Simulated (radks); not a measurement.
Values are calculated unless marked as measured or tabulated.
Task: The mean radii <r> (bohr) of the occupied orbitals of an atom or ion are listed with their occupations. Level of theory: Dirac Kohn-Sham, B86b exchange with PBE correlation, spin-unpolarised, spherical densities, finite nucleus; Fermi nuclear charge, rms radius of each element as measured or else 0.836 A^(1/3) + 0.57 fm (a radial shooting solver on a logarithmic mesh with Libxc functionals).

orbital  occ.      <r>
1s1/2       2  0.06643
2s1/2       2   0.3080
2p1/2       2   0.2721
2p3/2       4   0.2749
3s1/2       2   0.9555
3p1/2       2    1.024
3p3/2       4    1.033
3d3/2       4    1.549

Name the element and its charge. Open shells, if any, fill j = l - 1/2 first.

Result: Z = 23, vanadium, charge +1: V+ in [Ar] 3d4. The 1s radius gives Z: for a bare nucleus <r> = (2 gamma + 1)/(2Z) with gamma = sqrt(1 - (Z/c)^2), 0.0646 bohr for Z = 23, and screening makes it slightly larger (0.06643 here). The occupations add up to 22, and the charge is Z minus that.
